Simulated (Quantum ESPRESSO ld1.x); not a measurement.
The run below uses ld1.x (Quantum ESPRESSO 7.5).

```
 &input
    atom='B',
    iswitch=1,
    rel=1,
    dft='RXC-VWN',
    config='[He] 2s2 2p0 3s0 3d0',
    verbosity='high',
    prefix='ld1',
    max_out_wfc=37,
    file_charge='ld1.rho',
 /
```

Command: `OMP_NUM_THREADS=1 ld1.x < ld1.in > ld1.out`

It prints:

```
     Program LD1 v.7.5 starts

     --------------------------- All-electron run ----------------------------

     scalar relativistic calculation

     atomic number is  5.00
     dft =RXC-VWN   lsd =0 sic =0 latt =0  beta=0.20 tr2=1.0E-14
     Exchange-correlation= RXC-VWN
                           (   3   2   0   0   0   0   0)
     mesh =1777 r(mesh) =  99.34137 a.u. xmin = -8.00 dx = 0.00800
     1 Ry =  13.60569312 eV, c = 137.03599908

     n l     nl                  e(Ry)          e(Ha)          e(eV)
     1 0     1S 1( 2.00)     -14.085919347      -7.042959673   -191.6486960
     2 0     2S 1( 2.00)      -1.426581263      -0.713290631    -19.4096269
     2 1     2P 1( 0.00)      -0.989192407      -0.494596203    -13.4586483
     3 0     3S 1( 0.00)      -0.311767406      -0.155883703     -4.2418117
     3 2     3D 1( 0.00)      -0.156265597      -0.078132798     -2.1261018

     final scf error:  6.7E-15 reached in  17 iterations

     Etot =     -48.082892 Ry,     -24.041446 Ha,    -654.201069 eV

     Ekin =      47.772147 Ry,      23.886073 Ha,     649.973169 eV
     Encl =    -108.452709 Ry,     -54.226355 Ha,   -1475.574281 eV
     Eh   =      19.118772 Ry,       9.559386 Ha,     260.124143 eV
     Exc  =      -6.521101 Ry,      -3.260551 Ha,     -88.724100 eV

     normalization and overlap integrals

     s(1S/1S) =  1.000000  <r> =   0.3320  <r2> =    0.1496  r(max) =   0.2115
     s(1S/2S) = -0.000082
     s(1S/3S) = -0.000033
     s(2S/2S) =  1.000000  <r> =   1.7875  <r2> =    3.7883  r(max) =   1.4428
     s(2S/3S) = -0.000015
     s(2P/2P) =  1.000000  <r> =   1.8318  <r2> =    4.1575  r(max) =   1.3862
     s(3S/3S) =  1.000000  <r> =   5.3257  <r2> =   32.5938  r(max) =   4.7141
     s(3D/3D) =  1.000000  <r> =   6.5175  <r2> =   50.9633  r(max) =   5.0661

     ------------------------ End of All-electron run ------------------------
```

Run on one thread of a shared host, so times are rough (Intel(R) Xeon(R) Processor @ 2.60GHz): 0.3 s of CPU time, 1.3 s wall, 17 iterations on 1777 mesh points.
